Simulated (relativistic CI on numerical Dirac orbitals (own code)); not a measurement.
# Os3+: 4d photoemission

Computed with this model: Dirac-Coulomb-Breit CI, KLI orbitals optimised for each configuration, QED by a radiative potential, multiplet model of photoemission in the sudden approximation, unscaled Slater integrals; configurations [Xe] 4f14 5d5 → [Kr] 4d9 4f14 5s2 5p6 5d5; 80 K; Lorentzian 2.45 eV and Gaussian 0.6 eV FWHM. Energies are those of the free ion, without screening or charge transfer. The energies are binding energies and can lie tens of eV above those of solids. S is read from ⟨S²⟩ = S(S + 1).

free ion: ground-state S = 2.44, centroid 329.54 eV. Peaks (eV, height): 323.4 (100), 329.2 (11), 338.4 (65).

Strongest unbroadened transitions for free ion:

```csv
Energy (eV),Relative strength
322.90,100.0
323.23,80.6
323.50,60.9
323.75,41.6
323.91,22.8
324.11,7.4
329.36,1.9
329.41,1.2
329.42,2.9
329.93,1.2
330.21,1.5
337.74,26.8
338.08,43.2
338.42,58.1
338.71,71.3
342.26,1.3
343.04,3.2
343.78,1.2
```
